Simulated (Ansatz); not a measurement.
Species: InH, charge 0, multiplicity 1. SMILES: [InH]
Structure (B3LYP-D3(BJ)/def2-TZVP (Ansatz, a program for electronic structure) minimum search):
```xyz
2

In     0.0000     0.0000    -0.0373
H      0.0000     0.0000     1.8254
```

Wanted: atomisation energy, in kcal/mol. Terms: spin-orbit terms left out; STO-3G and 3-21G all-electron and non-relativistic; six Cartesian d functions in 6-31G* and its kin unless marked 5d; LANL2DZ with its own core potentials from Na on; def2 sets with scalar-relativistic core potentials past Kr; atomisation electronic, to ground-state atoms; open shells spin-unrestricted. First-principles rows: single points at B3LYP-D3(BJ) geometries (Ansatz).

```json
[
 {"level": "PBE/STO-3G", "program": "Ansatz", "atomisation energy (kcal/mol)": "105.0"},
 {"level": "PBE/3-21G", "program": "Ansatz", "atomisation energy (kcal/mol)": "62.1"},
 {"level": "PBE/LANL2DZ", "program": "Ansatz", "atomisation energy (kcal/mol)": "61.6"},
 {"level": "PBE/def2-SVP", "program": "Ansatz", "atomisation energy (kcal/mol)": "60.4"},
 {"level": "PBE/6-31G* with LANL2DZ past Ar", "program": "Ansatz", "atomisation energy (kcal/mol)": "60.8"},
 {"level": "PBE/def2-TZVPD", "program": "Ansatz", "atomisation energy (kcal/mol)": "61.3"}
]
```

No value to compare with is used here. The 5 habitual levels span 60.4 (PBE/def2-SVP) to 105.0 kcal/mol (PBE/STO-3G); PBE/def2-TZVPD gives 61.3.

The sets are all those run for this method; runs whose electronic state is in doubt are left out.
